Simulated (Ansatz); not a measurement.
```yaml
crystal:
  periodic: [false, false, false]
  atoms:
    - {symbol: h, position_ang: [-0.780133, 0.080406, 2.075525]}
    - {symbol: O, position_ang: [0.252751, 0.788894, 1.198905]}
    - {symbol: In, position_ang: [0.795313, 0.112221, -0.747456]}
    - {symbol: C, position_ang: [-0.378600, -0.884651, -1.652502]}
    - {symbol: S, position_ang: [2.565471, 2.051622, -1.232905]}
    - {symbol: H, position_ang: [-1.409678, -0.755181, 1.474059]}
    - {symbol: H, position_ang: [-1.427164, 0.677611, 2.314736]}
    - {symbol: H, position_ang: [-0.277615, -0.639667, 2.598949]}
    - {symbol: H, position_ang: [-0.469337, -1.137811, -2.835239]}
    - {symbol: H, position_ang: [-1.388733, -0.908679, -1.736664]}
    - {symbol: H, position_ang: [0.007666, -1.963691, -1.511386]}
    - {symbol: H, position_ang: [2.080294, 2.452813, -0.013397]}
basis:
  gaussian: {orbitals: x2c-TZVPPall}
hamiltonian: {xc: {name: PBE-QIDH}}
```

```sh
$ ansatz run in.yaml --threads 2 --pin off --events-out ev --progress --plain --max-ram 32768MiB --backend cpu
```

(1) How does Ansatz answer? (Estimate.)

Answers

(1) The calculation gave: The input was rejected before any iteration.
```
Error: YAML parse error: error: line 4 column 16: `h` is not an element symbol (H … Og, case-exact)
 --> <input>:4:16
2 |   periodic: [false, false, false]
3 |   atoms:
4 |     - {symbol: h, position_ang: [-0.780133, 0.080406, 2.075525]}
5 |     - {symbol: O, position_ang: [0.252751, 0.788894, 1.198905]}
6 |     - {symbol: In, position_ang: [0.795313, 0.112221, -0.747456]}
```
